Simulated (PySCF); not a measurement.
CH3Si, SMILES C[Si] (connectivity only; charge and spin as stated), charge +1, multiplicity 1. The structure is a stationary point at PBE0-D3(BJ)/def2-TZVP. The spin state was assumed, not searched. The isomer is the one that the SMILES or the coordinates give; other isomers of the formula were not compared.

These are PBE0-D3(BJ)/def2-TZVP run with PySCF 2.14.0 values and carry that method's errors.

Harmonic wavenumbers (cm⁻¹): 449, 449, 771, 1237, 1333, 1333, 2971, 3054, 3054. Rotational constants (GHz): 157.8, 13.76, 13.76; symmetry number 3.

### Question
Work out the zero-point energy and the ideal-gas rigid-rotor harmonic-oscillator thermochemistry at 298.15 K and 1 atm.

### Answer
ZPE = ½ Σ hcν = ½ × 14653 cm⁻¹ = 20.95 kcal/mol. H − E(el) = 23.73 kcal/mol. Entropy in cal/(mol K): translation 37.21, rotation 17.73, vibration 1.91, total 56.85. G − E(el) = 6.77 kcal/mol. Cp = 11.82 cal/(mol K).
